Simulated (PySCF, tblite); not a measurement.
C2H10FNSi2.
SMILES with atom numbers: `[CH3:1][SiH2:2][CH2:3][Si@H:4]([NH2:5])[F:6]` (hydrogens: H7, H8, H9 on C1; H10, H11 on Si2; H12, H13 on C3; H14 on Si4; H15, H16 on N5)

Cartesian coordinates in Å at the GFN2-xTB level; atoms count from 1:
```
atom  x, y, z in Å
C1     2.2224   -0.4679    0.5525
Si2    1.2181    0.8874   -0.3108
C3    -0.2767    0.1158   -1.2085
Si4   -1.5812   -0.7000   -0.1147
N5    -2.2293    0.4864    0.9412
F6    -0.9174   -1.7720    0.8948
H7     2.6336   -1.1714   -0.1667
H8     3.0529   -0.0513    1.1146
H9     1.6024   -1.0314    1.2426
H10    0.7715    1.9026    0.6525
H11    2.0552    1.5488   -1.3298
H12    0.0902   -0.6247   -1.9188
H13   -0.7587    0.8878   -1.8063
H14   -2.5262   -1.5301   -0.8629
H15   -2.6051    1.3390    0.5652
H16   -2.7593    0.1900    1.7439
```

Computed, not measured: CAM-B3LYP/def2-SVPD in PySCF (dipole) on a GFN2-xTB geometry, gas phase.

Take the most abundant isotopes and a rigid rotor. The values belong to one conformer with, in the numbering `[CH3:1][SiH2:2][CH2:3][Si@H:4]([NH2:5])[F:6]`, C1–Si2–C3–Si4 65°, Si2–C3–Si4–N5 61°, C3–Si4–N5–H 54° and -165°.

Problem. Give the principal moments of inertia and the rotational constants in MHz.

Solution. Ia = 156.43, Ib = 365.02, Ic = 420.84 u·Å²; 505379 MHz·u·Å²/I gives A = 3231, B = 1385, C = 1201 MHz.

Problem. Classify the top.

Solution. An asymmetric top: κ = (2 × 1385 − 3231 − 1201)/(3231 − 1201) = -0.82.

Problem. What does the inertial defect say?

Solution. Not planar: Δ = Ic − Ia − Ib = -100.60 u·Å². For a rigid frame Δ = −2 Σ m c², so Σ m c² = 50.30 u·Å² lies off the ab plane: 15.72 from hydrogen and 34.58 from heavier atoms. The atom farthest from that plane is 1.96 Å away.

Problem. Where do the levels up to J = 3 lie, in MHz?

Solution. Above 0(0,0):
J = 1: 1(0,1) 2585, 1(1,1) 4432, 1(1,0) 4615
J = 2: 2(0,2) 7743, 2(1,2) 9419, 2(1,1) 9970, 2(2,1) 15509, 2(2,0) 15522
J = 3: 3(0,3) 15448, 3(1,3) 16892, 3(1,2) 17993, 3(2,2) 23265, 3(2,1) 23329, 3(3,1) 32963, 3(3,0) 32964
Those of J = 1 are B + C, A + C and A + B.

Problem. Which lines would a microwave search look for?

Solution. The dipole components are |μa| = 0.82 D, |μb| = 1.80 D, |μc| = 0.21 D. Intensities carry the squares of the components, which stand as 0.21 : 1.00 : 0.01 (a : b : c). Some lines, for components of 0.1 D or more:

```json
{"type": "c", "branch": "Q", "J(Ka,Kc)": "2(1,2) ← 2(0,2)", "MHz": "1676", "lower level (cm⁻¹)": "0.258"}
{"type": "b", "branch": "Q", "J(Ka,Kc)": "2(1,1) ← 2(0,2)", "MHz": "2227", "lower level (cm⁻¹)": "0.258"}
{"type": "b", "branch": "Q", "J(Ka,Kc)": "3(1,2) ← 3(0,3)", "MHz": "2545", "lower level (cm⁻¹)": "0.515"}
{"type": "c", "branch": "R", "J(Ka,Kc)": "1(1,0) ← 0(0,0)", "MHz": "4615", "lower level (cm⁻¹)": "0.000"}
{"type": "c", "branch": "Q", "J(Ka,Kc)": "2(2,1) ← 2(1,1)", "MHz": "5539", "lower level (cm⁻¹)": "0.333"}
{"type": "c", "branch": "Q", "J(Ka,Kc)": "5(3,3) ← 5(2,3)", "MHz": "9367", "lower level (cm⁻¹)": "1.565"}
{"type": "a", "branch": "R", "J(Ka,Kc)": "5(4,1) ← 4(4,0)", "MHz": "12956", "lower level (cm⁻¹)": "1.897"}
{"type": "a", "branch": "R", "J(Ka,Kc)": "5(3,3) ← 4(3,2)", "MHz": "12966", "lower level (cm⁻¹)": "1.445"}
{"type": "c", "branch": "Q", "J(Ka,Kc)": "4(4,1) ← 4(3,1)", "MHz": "13540", "lower level (cm⁻¹)": "1.445"}
{"type": "c", "branch": "R", "J(Ka,Kc)": "5(1,4) ← 4(0,4)", "MHz": "16334", "lower level (cm⁻¹)": "0.856"}
{"type": "b", "branch": "R", "J(Ka,Kc)": "3(3,1) ← 2(2,0)", "MHz": "17441", "lower level (cm⁻¹)": "0.518"}
{"type": "b", "branch": "R", "J(Ka,Kc)": "4(3,2) ← 3(2,1)", "MHz": "20000", "lower level (cm⁻¹)": "0.778"}
{"type": "c", "branch": "R", "J(Ka,Kc)": "4(3,1) ← 3(2,1)", "MHz": "20004", "lower level (cm⁻¹)": "0.778"}
{"type": "c", "branch": "R", "J(Ka,Kc)": "5(3,2) ← 4(2,2)", "MHz": "22524", "lower level (cm⁻¹)": "1.127"}
{"type": "c", "branch": "R", "J(Ka,Kc)": "5(4,2) ← 4(3,2)", "MHz": "26500", "lower level (cm⁻¹)": "1.445"}
{"type": "b", "branch": "R", "J(Ka,Kc)": "5(4,1) ← 4(3,2)", "MHz": "26501", "lower level (cm⁻¹)": "1.445"}
{"type": "c", "branch": "R", "J(Ka,Kc)": "5(5,1) ← 4(4,1)", "MHz": "30372", "lower level (cm⁻¹)": "1.897"}
```

Problem. Estimate the classical rotational partition function at 10 K, 25 K and 50 K.

Solution. Point group C1, symmetry number σ = 1; q = (√π/σ)·√((kT/h)³/(ABC)), k/h = 20836.6 MHz/K: 2300 at 10 K, 9090 at 25 K, 25700 at 50 K.

Its GFN2-xTB frequencies are all real (lowest 20 cm⁻¹). No vibrational averaging or centrifugal distortion is included, and the geometry carries the error of its method. A rigid rotor knows nothing of inversion at nitrogen or internal rotation, which can split or shift real lines. Quadrupole hyperfine structure (14N) is left out.
